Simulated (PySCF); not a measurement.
PySCF 2.14 output of an unrestricted r2SCAN calculation on a single atom or ion in aug-cc-pwCVTZ-PP with ECP60MDF (8s7p6d4f1g, 96 functions), with scalar relativity through the core potential:

```
SCF conv_tol = 1e-09
number electrons alpha = 13  beta = 9
    J. W. Furness, A. D. Kaplan, J. Ning, J. P. Perdew, and J. Sun.,  J. Phys. Chem. Lett. 11, 8208-8215 (2020)
    J. W. Furness, A. D. Kaplan, J. Ning, J. P. Perdew, and J. Sun.,  J. Phys. Chem. Lett. 11, 9248-9248 (2020)
    J. W. Furness, A. D. Kaplan, J. Ning, J. P. Perdew, and J. Sun.,  J. Phys. Chem. Lett. 11, 8208-8215 (2020)
    J. W. Furness, A. D. Kaplan, J. Ning, J. P. Perdew, and J. Sun.,  J. Phys. Chem. Lett. 11, 9248-9248 (2020)
cycle= 1 E= -213.773373163769  delta_E= -0.00859  |g|= 0.0168  |ddm|= 0.609
cycle= 2 E= -213.773692829529  delta_E= -0.00032  |g|= 0.00448  |ddm|= 0.132
cycle= 3 E= -213.773767159243  delta_E= -7.43e-05  |g|= 0.00231  |ddm|= 0.05
cycle= 4 E= -213.77379885424  delta_E= -3.17e-05  |g|= 0.00133  |ddm|= 0.0328
cycle= 5 E= -213.773815710623  delta_E= -1.69e-05  |g|= 0.000566  |ddm|= 0.0333
cycle= 6 E= -213.773819863876  delta_E= -4.15e-06  |g|= 0.00013  |ddm|= 0.0244
cycle= 7 E= -213.773820075496  delta_E= -2.12e-07  |g|= 1.81e-05  |ddm|= 0.00704
cycle= 8 E= -213.773820075748  delta_E= -2.52e-10  |g|= 3.7e-06  |ddm|= 0.000274
converged SCF energy = -213.773820075748  <S^2> = 6.0039745  2S+1 = 5.0015895
```

The run itself started from symmetry-adapted Hartree-Fock orbitals and held the occupation by maximum overlap, on a logarithmic radial grid, so the iterations belong to that start.

Task: Which element, charge and spin multiplicity is this?

Result: Bi⁺ (bismuth, charge +1), multiplicity 5; the state was [Xe] 4f14 5d10 6s1 6p2 7s1, high-spin 5P determinant (an excited configuration).

Energies and moments cover only the electrons outside the core potential. Spin-orbit coupling is strong in this species (close to jj coupling), so the high-spin LS determinant is a model state, not a physical level. The outer electron is Rydberg-like, and this basis confines it to a smaller radius and binds it less than a complete one would.
